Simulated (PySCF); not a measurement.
Cl₃H₃SiSn, SMILES [Sn]([Cl])([SiH3])([Cl])[Cl].

Geometry: PBE-D3(BJ)/def2-SVP. The structure was generated by enumeration; whether it is a known compound was not checked. The def2 effective core potentials stand for the cores of Sn; spin–orbit coupling is left out.

Computed with PBE-D3(BJ)/def2-SVP in PySCF.

Frequencies are harmonic and unscaled.

Modes within 1.5 cm⁻¹ of each other (mostly degenerate sets) share a row, with their intensities summed.

**Question.** Give all harmonic wavenumbers and intensities. (The exact figures need the calculation; the answer reports its results.)

**Answer.** 
```
mode   ν (cm⁻¹)  IR (km/mol)  moving atoms (share of kinetic energy)
-----  --------  -----------  --------------------------------------
1–2          60          0.7       Cl 43 %, Si 37 %, Sn 10 %, H 10 %
3            65          0.0                                  H 99 %
4–5         105          6.3                        Cl 84 %, Sn 15 %
6           116         14.4                Cl 68 %, Sn 23 %, Si 8 %
7           281          1.8                Si 64 %, Cl 22 %, Sn 8 %
8           358         36.2                        Cl 69 %, Sn 22 %
9–10        369        106.1                        Cl 72 %, Sn 27 %
11–12       473          0.5                          H 90 %, Si 9 %
13          792        295.4                          H 91 %, Si 9 %
14–15       890         66.3                                  H 97 %
16         2175         29.6                                  H 99 %
17–18      2207         76.0                                  H 96 %
```
